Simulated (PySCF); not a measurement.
**Simulated absorption spectrum**

Species: C6H10AsN.
SMILES: `CC1([C@H]([AsH2])C#N)CC1`

Level of theory: TDDFT wB97X-D/def2-SVPD, vertical, gas phase, core orbitals frozen in the response (PySCF). Isolated species at its PBE0-D3(BJ)/def2-SVP geometry (one conformer only). The wB97X-D/def2-SVPD calculation is non-relativistic and has no spin–orbit coupling, an omission that weighs most on arsenic. Torsions of this conformer, `[CH3:1][C:2]1([C@H:3]([AsH2:4])[C:5]#[N:6])[CH2:7][CH2:8]1`: C1–C2–C3–As4 64°, H–As4–C3–C2 166°, H–As4–C3–C2 74°.

Broadening: Gaussians 0.25 eV wide at half height, area fixed by f = 4.319×10⁻⁹ ∫ε dν̃. The width is an assumption, not a result. The curve ends short of the highest state used, and states not computed would add to its high-energy end.

```json
{"E (eV)": "5.99", "ε (L mol⁻¹ cm⁻¹)": "31"}
{"E (eV)": "6.01", "ε (L mol⁻¹ cm⁻¹)": "60"}
{"E (eV)": "6.04", "ε (L mol⁻¹ cm⁻¹)": "148"}
{"E (eV)": "6.06", "ε (L mol⁻¹ cm⁻¹)": "259"}
{"E (eV)": "6.09", "ε (L mol⁻¹ cm⁻¹)": "562"}
{"E (eV)": "6.11", "ε (L mol⁻¹ cm⁻¹)": "901"}
{"E (eV)": "6.14", "ε (L mol⁻¹ cm⁻¹)": "1709"}
{"E (eV)": "6.16", "ε (L mol⁻¹ cm⁻¹)": "2506"}
{"E (eV)": "6.18", "ε (L mol⁻¹ cm⁻¹)": "3546"}
{"E (eV)": "6.21", "ε (L mol⁻¹ cm⁻¹)": "5584"}
{"E (eV)": "6.23", "ε (L mol⁻¹ cm⁻¹)": "7230"}
{"E (eV)": "6.26", "ε (L mol⁻¹ cm⁻¹)": "9967"}
{"E (eV)": "6.28", "ε (L mol⁻¹ cm⁻¹)": "11810"}
{"E (eV)": "6.30", "ε (L mol⁻¹ cm⁻¹)": "13506"}
{"E (eV)": "6.33", "ε (L mol⁻¹ cm⁻¹)": "15457"}
{"E (eV)": "6.35", "ε (L mol⁻¹ cm⁻¹)": "16181"}
{"E (eV)": "6.38", "ε (L mol⁻¹ cm⁻¹)": "16224"}
{"E (eV)": "6.40", "ε (L mol⁻¹ cm⁻¹)": "15559"}
{"E (eV)": "6.42", "ε (L mol⁻¹ cm⁻¹)": "14419"}
{"E (eV)": "6.45", "ε (L mol⁻¹ cm⁻¹)": "12094"}
{"E (eV)": "6.47", "ε (L mol⁻¹ cm⁻¹)": "10354"}
{"E (eV)": "6.50", "ε (L mol⁻¹ cm⁻¹)": "7836"}
{"E (eV)": "6.52", "ε (L mol⁻¹ cm⁻¹)": "6392"}
{"E (eV)": "6.54", "ε (L mol⁻¹ cm⁻¹)": "5224"}
{"E (eV)": "6.57", "ε (L mol⁻¹ cm⁻¹)": "4046"}
{"E (eV)": "6.59", "ε (L mol⁻¹ cm⁻¹)": "3620"}
{"E (eV)": "6.62", "ε (L mol⁻¹ cm⁻¹)": "3399"}
{"E (eV)": "6.64", "ε (L mol⁻¹ cm⁻¹)": "3433"}
{"E (eV)": "6.66", "ε (L mol⁻¹ cm⁻¹)": "3532"}
{"E (eV)": "6.69", "ε (L mol⁻¹ cm⁻¹)": "3676"}
{"E (eV)": "6.71", "ε (L mol⁻¹ cm⁻¹)": "3711"}
{"E (eV)": "6.74", "ε (L mol⁻¹ cm⁻¹)": "3639"}
{"E (eV)": "6.76", "ε (L mol⁻¹ cm⁻¹)": "3524"}
{"E (eV)": "6.78", "ε (L mol⁻¹ cm⁻¹)": "3392"}
{"E (eV)": "6.81", "ε (L mol⁻¹ cm⁻¹)": "3254"}
{"E (eV)": "6.83", "ε (L mol⁻¹ cm⁻¹)": "3263"}
{"E (eV)": "6.86", "ε (L mol⁻¹ cm⁻¹)": "3506"}
{"E (eV)": "6.88", "ε (L mol⁻¹ cm⁻¹)": "3835"}
{"E (eV)": "6.91", "ε (L mol⁻¹ cm⁻¹)": "4533"}
{"E (eV)": "6.93", "ε (L mol⁻¹ cm⁻¹)": "5074"}
{"E (eV)": "6.95", "ε (L mol⁻¹ cm⁻¹)": "5609"}
{"E (eV)": "6.98", "ε (L mol⁻¹ cm⁻¹)": "6263"}
{"E (eV)": "7.00", "ε (L mol⁻¹ cm⁻¹)": "6524"}
{"E (eV)": "7.03", "ε (L mol⁻¹ cm⁻¹)": "6575"}
```

Problem. Where are the band maxima, and which computed states make them?

Solution. 195 nm (6.37 eV), ε about 16000, made up of S1 (100%); 185 nm (6.71 eV), ε about 3700, made up of S2 (95%); 177 nm (7.02 eV), ε about 6600, made up of S3 (96%) (ε in L mol⁻¹ cm⁻¹; maxima over ε = 5, shares over 10%). The states used: S1 6.37 eV (f 0.152); S2 6.71 eV (f 0.033); S3 7.01 eV (f 0.059); S4 7.22 eV (f 0.012); S5 7.47 eV (f 0.099); S6 7.63 eV (f 0.0055).

Problem. What would ε be at 6.37 eV, the highest of these maxima, with half the width (0.125 eV)?

Solution. About 32600 L mol⁻¹ cm⁻¹ against 16400, a factor of about 1.99; a lone state at its own centre would give exactly 2.

Problem. On this curve, what absorbance would a 10⁻⁵ mol/L sample give at 193 nm over a 1 cm path?

Solution. 193 nm is 6.424 eV, where ε is about 14000 L mol⁻¹ cm⁻¹, so A = ε c l ≈ 0.14 (Beer–Lambert, with the gas-phase spectrum and the assumed width).

Problem. Coming from long wavelengths, where does ε first pass 100 L mol⁻¹ cm⁻¹?

Solution. At about 206 nm (6.03 eV), 0.34 eV below S1.

Hardware: one thread, x86-64 server, no GPU, on a shared host. Cost: 65 s wall.
